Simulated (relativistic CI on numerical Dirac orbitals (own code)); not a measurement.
**Hyperfine structure of Mn XIV, mass number 55**

Computed by Dirac-Coulomb-Breit CI, separate exchange-only KLI orbitals for each configuration, model QED (radiative potential, 1s self-energy scaled to tabulated hydrogen-like ionisation energies), unscaled Slater integrals (own radial code, finite nucleus).

Configuration list (outside the closed core [Ne]): 3s2, 3s 3p, 3p2, 3s 3d, 3d2, 3p 3d, 3p 4s, 3s 4s, 3d 4s, 3s 4p, 3s 4d, 3s 4f, 3s 5s, 3s 5p, 3s 5d, 4s2. Levels of other configurations are missing.

Nuclear spin I = 5/2, μ = 3.4669 μN, Q = 0.33 b (tables of Stone and Pyykkö). The electronic factors are computed for point nuclear moments, without core polarisation or the Bohr-Weisskopf and QED corrections.

```
      Level  E (cm⁻¹)  A (MHz)  B (MHz)
3s 3p 3P°_1    222158    43930    -1310
3s 3p 3P°_2    233519    31220     2590
3s 3p 1P°_1    332465     5066     2510
   3p2 1D_2    520981    10490     3280
   3p2 3P_1    527313   -401.5     1290
   3p2 3P_2    540824     5453    -1680
 3s 3d 3D_1    636506   -23840      175
 3s 3d 3D_2    637258    10690      250
```

Levels with J = 0, under 50 % of one LS term, or S terms without an open s electron are left out. Small factors come from cancelling terms and can be off by tens of per cent or more.

At this charge energies of transitions that change n are usually good to better than 1 %, and those within a shell (Δn = 0) to a few per cent.

(1) Give the hyperfine levels of 3s 3p 3P°_1 relative to its centre of gravity.

Results:

(1) With K = F(F + 1) − I(I + 1) − J(J + 1), E = AK/2 + B[¾K(K + 1) − I(I + 1)J(J + 1)]/[2I(2I − 1)J(2J − 1)]: F = 3/2: -154700, F = 5/2: -42890, F = 7/2: 109500 MHz.

LS names give the leading component of a level, which can be under half, so a name can repeat, a term be missing and a line seem to break the LS rules.
